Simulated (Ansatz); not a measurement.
Isolated molecules relaxed with PBE0-D4/def2-TZVP in Ansatz; ΔE leaves out vibrations. CCSD(T)/CBS adds triple-zeta CCSD(T) − MP2 to the extrapolated MP2 energy (def2 sets, frozen cores). This one scheme is used for every species. Functionals use def2-TZVPP. B3LYP here is the variant with VWN-RPA as its local correlation; programs differ in this. HSE06 is defined as in plane-wave codes. def2 core potentials past Kr. For Sn outer-core shells are correlated without core-valence functions, which leaves a few kJ/mol of doubt a bond. One conformer a species, not always the lowest.

Reaction (redistribution): `[BH2][SnH2][SiH2][SiH3]` + `OBF` → `[BH2][SnH2][BH]F` + `O[SiH2][SiH3]`

**Question.** Is it downhill or uphill in electronic energy at CCSD(T)/CBS, and by how much? (Estimate.)

**Answer.** Computed: Uphill: ΔE = +1.37 eV.

**Question.** What do these levels give: r2SCAN0-D4, HSE06-D4, ωB97X-V, B2PLYP, PBE-QIDH, B3LYP, r2SCANh, r2SCAN0, LC-ωPBE, MP2/def2-SVP, CCSD(T)/def2-SVP, CCSD/CBS(def2)? (Best estimate.)

**Answer.** Ansatz gave: r2SCAN0-D4 1.44, HSE06-D4 1.47, ωB97X-V 1.34, B2PLYP 1.34, PBE-QIDH 1.43, B3LYP 1.31, r2SCANh 1.40, r2SCAN0 1.42, LC-ωPBE 1.36, MP2/def2-SVP 1.79, CCSD(T)/def2-SVP 1.76, CCSD/CBS(def2) 1.35 eV.

Largest T1 diagnostic among the species: 0.015.

From BLYP to BHLYP (50 % exact exchange), in def2-TZVPP and without D4, ΔE moves by +0.05 eV. At CCSD(T), def2-SVP lies +0.38 eV from the extrapolated value and def2-TZVPP +0.00 eV. The D4 term adds +0.07 eV with B3LYP and +0.04 eV with PBE0; it sums over pairs of atoms, weighted by their polarisabilities, and B3LYP, whose exchange is more repulsive, gets the larger term.
